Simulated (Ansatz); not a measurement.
Input and output for ReO3Br (ReBrO3).

```yaml
crystal:
  periodic: [false, false, false]
  atoms:
    - {symbol: Re, position_ang: [0.063333, 0.109372, 0.045473]}
    - {symbol: O, position_ang: [0.078770, 0.100801, 1.736721]}
    - {symbol: O, position_ang: [1.655898, 0.127015, -0.523783]}
    - {symbol: O, position_ang: [-0.734443, 1.499355, -0.495015]}
    - {symbol: Br, position_ang: [-1.063558, -1.836533, -0.763396]}
basis:
  gaussian: {orbitals: def2-mTZVP}
hamiltonian: {xc: {name: BHLYP}}
output: {forces: true}
```

```sh
$ ansatz run in.yaml --threads 4 --pin off --events-out ev --progress --plain --max-ram 3916MiB
```

It prints (some lines left out):

```
Functional definition: BHLYP
1356 factors; integrals over basis functions are off by at most 4.0e-4 eV
mean field evaluation 1: about -78294.9508 eV, gradient 1.1e2 eV
mean field evaluation 2: about -78183.1727 eV, gradient 2.7e2 eV
mean field evaluation 4: about -78314.4493 eV, gradient 6.5e0 eV
mean field evaluation 8: about -78314.6055 eV, gradient 5.6e-1 eV
mean field evaluation 16: about -78314.6062 eV, gradient 2.2e-3 eV
mean field -78314.60617969 eV, -2878.0086935570 hartree, gradient 2.2e-5 eV, S^2 0.000000; 0 other end points of the search recorded, 0 dependent functions left out
reference -78314.60634004 eV, -2878.0086994499 hartree; 37, 37 occupied and 107, 107 virtual orbitals, 1356 factors
Total energy: -78314.60634004 eV, -2878.0086994499 hartree
Atom 0 at     0.063333     0.109372     0.045473 Å, force     0.494944     0.854506     0.355314 eV/Å
Atom 1 at     0.078770     0.100801     1.736721 Å, force    -0.057651    -0.091754    -0.411784 eV/Å
Atom 2 at     1.655898     0.127015    -0.523783 Å, force    -0.405377    -0.097392     0.086544 eV/Å
Atom 3 at    -0.734443     1.499355    -0.495015 Å, force     0.121754    -0.400052     0.080190 eV/Å
Atom 4 at    -1.063558    -1.836533    -0.763396 Å, force    -0.153670    -0.265308    -0.110265 eV/Å
Dipole moment:    -0.204934    -0.353869    -0.147085 e Å
```

It took 2.8 s on 4 threads of Arm Neoverse V2 on a shared host.

In the def2 sets Re takes a core potential; there is no spin–orbit coupling.
